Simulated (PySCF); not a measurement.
CH3F5Si2. Atoms are numbered in the order given.

```xyz
11

Si    -1.7423     0.1814     0.1022
F     -1.3700     1.6045    -0.5706
F     -3.0476    -0.3803    -0.6689
C     -0.3214    -0.9862    -0.1917
Si     1.3375    -0.2715     0.1634
F      2.3813    -1.3843     0.6654
F      1.2266     0.8291     1.3326
F      1.9759     0.4414    -1.1227
H     -2.0857     0.3853     1.5206
H     -0.4650    -1.8844     0.4336
H     -0.3489    -1.3140    -1.2452
```
Charge 0, spin multiplicity 1.

Coordinates come from a B3LYP-D3(BJ)/def2-SVP optimisation. This is a generated structure with no PubChem entry under its InChIKey; it may be hypothetical. The values are those of a single conformer.

These are PBE/pcSseg-1 (PySCF) values and carry that method's errors.

GIAO shieldings, no solvent; atoms listed in one row are averaged. δ = σ(ref) − σ: ²⁹Si against TMS (σ = 335.4 ppm); ¹⁹F against CFCl3 (σ = 133.6 ppm); ¹³C against TMS (σ = 182.0 ppm); ¹H against TMS (σ = 31.49 ppm), references at their B3LYP-D3(BJ)/def2-TZVP geometries, non-relativistic.

Computed chemical shifts:
| nucleus | atoms | count | δ (ppm) |
|---|---|---|---|
| ²⁹Si | Si1 | 1 | -3.0 |
| ²⁹Si | Si5 | 1 | -47.3 |
| ¹⁹F | F6, F7, F8 | 3 | -155.4 |
| ¹⁹F | F3 | 1 | -164.6 |
| ¹⁹F | F2 | 1 | -169.6 |
| ¹³C | C4 | 1 | 1.4 |
| ¹H | H9 | 1 | 5.55 |
| ¹H | H11 | 1 | 0.95 |
| ¹H | H10 | 1 | 0.60 |
